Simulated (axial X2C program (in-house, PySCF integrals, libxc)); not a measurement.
**Which molecule has these constants?**

Computed with an axial X2C code built on PySCF integrals, spin-free (one-electron X2C) or two-component (2c: spin–orbit coupling with atomic mean-field Coulomb and Gaunt terms, which also bring small scalar terms), in Dyall basis sets with cores contracted in-house; open shells are unrestricted.

A two-component CCSD(T) calculation in a Dyall 3-zeta basis gave Re = 1.548 Å, ωe = 1271.2 cm⁻¹, De = 7.09 eV, Ω = 0.

Problem. Which molecule is it?
A. CSe
B. CO
C. CS

Solution. C. The others have CSe 1.687 Å and 1026.6 cm⁻¹ (Ω = 0); CO 1.135 Å and 2145.8 cm⁻¹ (Ω = 0).

Frozen shells (counts by l): CS S 2s1p, C 1s, 10 electrons correlated; CSe Se 3s2p1d, C 1s, 10 electrons correlated; CO O 1s, C 1s, 10 electrons correlated. Coupled cluster in natural virtuals with an MP2 remainder. Where the outer core of a metal is frozen, bonds come out longer and ionisation energies lower.

Each entry is the lowest single determinant of a limited PBE0 search at one distance. De goes to single-determinant-based atoms at the same level (for ions the charge split of lowest energy) and is withheld (n/a) where an atom does not fit its ground term or J level. Main or longest-lived isotopes. One determinant is a doubtful description, or other states lie close, for CSe; these need not be ground states, and all values refer to the states named. Some light 2c atoms are not at their ground J level, so De misses part of their lowering (0.04 eV or less).
